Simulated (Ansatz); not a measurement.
Isolated molecules relaxed with PBE0-D4/def2-TZVP in Ansatz; ΔE leaves out vibrations. CCSD(T)/CBS adds triple-zeta CCSD(T) − MP2 to the extrapolated MP2 energy (def2 sets, frozen cores). This one scheme is used for every species. Functionals use def2-TZVPP. B3LYP here is the variant with VWN-RPA as its local correlation; programs differ in this. def2 core potentials past Kr. For In outer-core shells are correlated without core-valence functions, which leaves a few kJ/mol of doubt a bond. One conformer a species, not always the lowest.

Reaction (redistribution): `CS[Si]SC` + `[OH][In]([F])[F]` → `CS[Si]O` + `C[S][In]([F])[F]`

| level | ΔE (kJ/mol) | difference from CCSD(T)/CBS |
| --- | --- | --- |
| PBE0-D4 | -119.9 | -1.0 |
| B3LYP-D4 | -121.6 | -2.7 |
| ωB97X-V | -126.0 | -7.1 |
| ωB97M-V | -128.1 | -9.2 |
| B2PLYP | -125.2 | -6.3 |
| PBE | -116.0 | 2.9 |
| r2SCAN | -120.6 | -1.7 |
| PBE0 | -125.3 | -6.4 |
| MP2/def2-TZVPP | -119.4 | -0.5 |
| CCSD/def2-TZVPP | -127.0 | -8.1 |
| CCSD(T)/def2-TZVPP | -120.0 | -1.1 |
| HF/def2-QZVPP | -148.5 | -29.6 |
| MP2/def2-QZVPP | -118.8 | 0.1 |
| SCS-MP2/def2-QZVPP | -121.6 | -2.7 |
| HF/CBS(def2) | -148.5 | -29.6 |
| MP2/CBS(def2) | -118.3 | 0.6 |
| CCSD(T)/CBS | -118.9 | 0 |

Largest T1 diagnostic among the species: 0.018.

The D4 term adds +9.4 kJ/mol with B3LYP and +5.4 kJ/mol with PBE0; it sums over pairs of atoms, weighted by their polarisabilities, and B3LYP, whose exchange is more repulsive, gets the larger term. From PBE to PBE0 (25 % exact exchange), in def2-TZVPP and without D4, ΔE moves by −9.4 kJ/mol.
